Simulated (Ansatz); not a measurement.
Job for Ansatz (an electronic-structure program): R-MP2/aug-cc-pVTZ on GeH3N (SMILES [NH2][GeH]), atoms moved off the minimum. The run froze 15 orbitals, filled d shells among them.

Ansatz 0.2 input:
```yaml
crystal:
  periodic: [false, false, false]
  atoms:
    - {symbol: Ge, position_ang: [-0.05187523, 0.17270284, 0.27891892]}
    - {symbol: H, position_ang: [-0.65300446, 1.49374537, -0.79945542]}
    - {symbol: N, position_ang: [0.46615602, -0.91799588, -0.93174386]}
    - {symbol: H, position_ang: [0.79899667, -1.02709590, -1.97661518]}
    - {symbol: H, position_ang: [0.70648022, -1.88664381, -0.90913833]}
basis:
  gaussian:
    orbitals: aug-cc-pVTZ
magnetization: {spin_polarized: false}
correlation: {method: mp2, electrons: outside_noble_gas}
scf: {lower_state_search: off}
output: {forces: true}
```

Problem. Predict the final total energy.

Solution. -2131.8979 hartree.

Problem. How many basis functions does it have, and what does it roughly cost on one machine?

Solution. 174 functions; about 8 core-seconds (a rough figure).
